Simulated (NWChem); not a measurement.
System: MoNHOF2; SMILES [F][Mo]([F])(=[O])=[NH]

```xyz
6

Mo     0.0181     0.0191     0.0000
O      0.9683     1.3843     0.0000
N      1.0673    -1.3327     0.0000
H      2.0260    -1.6804     0.0000
F     -1.0001    -0.0483     1.5395
F     -1.0001    -0.0483    -1.5395
```
Atoms are numbered in this order, from 1.

Results from NWChem. All runs use the structure optimised with PBE0/def2-SVP. def2 effective core potentials on Mo; no spin-orbit coupling.

For level B3LYP/def2-SVP:

- orbital gap (eV): 5.89

### Question
How do the values read with level B97-2/def2-SVP instead?

### Answer
| Item | Result |
|---|---|
| orbital gap (eV) | 6.02 |
